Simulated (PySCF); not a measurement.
A side-by-side comparison of computed properties.

First species: C₇H₄N₂.
InChI=1S/C7H4N2/c8-3-1-2-6-4-7(6)5-9/h2,4H,1H2/b6-2+

Second species: C7H4N2.
Cartesian coordinates in Å at the GFN2-xTB level; atoms count from 1:
```xyz
13
C7H4N2 angstrom
C      3.9992   -0.3730    1.1850
C      2.9037   -0.2932    0.6915
C      1.6691   -0.2085    0.1316
C      0.5941   -0.1127   -0.4072
C     -0.7383   -0.0509   -0.9901
C     -1.2139   -1.4190   -1.1583
N     -1.6173   -2.4836   -1.2576
N     -1.5799    0.8101   -0.1790
C     -2.4870    0.3556    0.5520
H      4.9543   -0.4395    1.6123
H     -0.6717    0.4250   -1.9821
H     -2.7603   -0.6986    0.6525
H     -3.0565    1.0679    1.1318
```

Levels: CAM-B3LYP/def2-SVPD for dipole moment, HOMO energy, LUMO energy, HOMO–LUMO gap, static isotropic polarisability and electronic spatial extent ⟨r²⟩ about the centre of nuclear charge; TDDFT CAM-B3LYP/def2-SVPD for lowest singlet excitation; TDA CAM-B3LYP/def2-SVPD for lowest triplet excitation (Tamm–Dancoff); GFN2-xTB for rotational constant A and rotational constant C. Geometries: GFN2-xTB. Each structure is a single optimised conformer of the isolated species, non-relativistic unless stated. Electronic properties by PySCF.

Dipoles, sizes and rotational constants follow the conformer. The torsions of the flexible species, by atom-mapped SMILES:
- `[N:1]#[C:2][CH2:3]/[CH:4]=[C:5]1[CH:6]=[C:7]\1[C:8]#[N:9]`: C2–C3–C4–C5 106°
- `[CH:1]#[C:2][C:3]#[C:4][C@@H:5]([C:6]#[N:7])[N:8]=[CH2:9]`: C4–C5–N8–C9 -107°

(1) Which of the two has the higher dipole moment, and by how much?

(2) Which of the two has the higher rotational constant C, and by how much?

(3) Which has the higher LUMO energy?

(4) Which of the two has the higher HOMO–LUMO gap, and by how much?

(5) Which of the two has the higher S1 energy, and by how much?

(6) Which has the higher ⟨r²⟩?

(7) Which has the higher HOMO energy?

(8) Which of the two has the higher static isotropic polarisability, and by how much?

## Answers

(1) The first: 4.73 D against 2.14 D, a difference of 2.59 D.

(2) The second: 0.716 GHz against 0.640 GHz, a difference of 0.076 GHz.

(3) The second: -0.40 eV against -1.70 eV, a difference of 1.30 eV.

(4) The second: 8.69 eV against 6.77 eV, a difference of 1.92 eV.

(5) The second: 4.69 eV against 3.82 eV, a difference of 0.87 eV.

(6) The first: 1654 bohr² against 1514 bohr², a difference of 140 bohr².

(7) The first: -8.47 eV against -9.09 eV, a difference of 0.62 eV.

(8) The second: 95.5 au against 91.7 au, a difference of 3.8 au.

On the first: The vertical singlet–triplet gap S1 − T1 is 1.23 eV (TDDFT singlet less Tamm–Dancoff triplet; S1: HOMO→LUMO, weight 0.97; T1: HOMO→LUMO, weight 0.92).

On the second: S1 lies 4.00 eV below the HOMO–LUMO gap.
